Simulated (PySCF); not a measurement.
## Frontier orbitals and the lowest excitations

C2H5NOSi.
Geometry (PBE0-D3(BJ)/def2-SVP, Å), atoms numbered from 1 in this order:
```xyz
10
C2H5NOSi angstrom
C     -1.460   -0.453    0.029
Si     0.211    0.233    0.432
O      0.407    1.656   -0.394
C      1.507   -0.985   -0.153
N      2.312   -1.732   -0.525
H     -2.249    0.242    0.354
H     -1.615   -1.418    0.534
H     -1.553   -0.606   -1.057
H      0.464    0.392    1.891
H      1.248    2.115   -0.313
```

Level of theory: TDDFT PBE0/def2-SVPD, vertical, gas phase, core orbitals frozen in the response (PySCF).

Frontier orbitals with the atoms that hold most of them (Löwdin shares over 4%, at most four atoms; ? is withheld):

```csv
orbital,ε (eV),atoms
HOMO-3,-10.25,"N5 41%, C4 27%, O3 13%, Si2 8%"
HOMO-2,-9.92,"N5 46%, C4 35%, Si2 6%, O3 4%"
HOMO-1,-9.75,?
HOMO,?,"O3 20%, Si2 19%, H9 18%, N5 15%"
LUMO,-0.83,?
LUMO+1,-0.37,"N5 28%, C4 27%, Si2 22%, C1 7%"
LUMO+2,0.44,"Si2 28%, O3 16%, C4 15%, H10 12%"
```

Which atoms hold the LUMO, and with what shares?

C4 (bonded to N and Si) 23%; Si2 (bonded to 2 C, O and H) 22%; N5 (bonded to C) 22%; O3 (bonded to Si and H) 14%.

Which atoms hold the HOMO-1, and with what shares?

O3 (bonded to Si and H) 32%; N5 (bonded to C) 31%; C4 (bonded to N and Si) 22%; Si2 (bonded to 2 C, O and H) 6%.

What is the HOMO energy, and the HOMO–LUMO gap?

ε(HOMO) = -9.35 eV; the gap is 8.52 eV (0.3129 hartree).

How does S1 compare with the orbital gap of 8.52 eV?

S1 is at 6.81 eV (f = 0.0026), 1.71 eV below the gap, made of HOMO→LUMO (71%), HOMO-3→LUMO (10%). Without the coupling terms of the response equations the lowest excitation would equal the gap.

Next come S2 at 7.20 eV (f 0.0022), HOMO-1→LUMO (54%), HOMO→LUMO (16%), HOMO-1→LUMO+1 (8%); S3 at 7.32 eV (f 0.011), HOMO-2→LUMO (41%), HOMO→LUMO+1 (27%), HOMO-2→LUMO+1 (14%); S4 at 7.41 eV (f 0.0017), HOMO-2→LUMO+1 (38%), HOMO-1→LUMO (21%), HOMO-1→LUMO+1 (20%); S5 at 7.75 eV (f 0.0026), HOMO-3→LUMO (68%), HOMO-1→LUMO+1 (9%).

Hardware: one thread of an Arm Neoverse V1, no GPU, shared host. Cost: 84 s wall.

One conformer stands for the species.
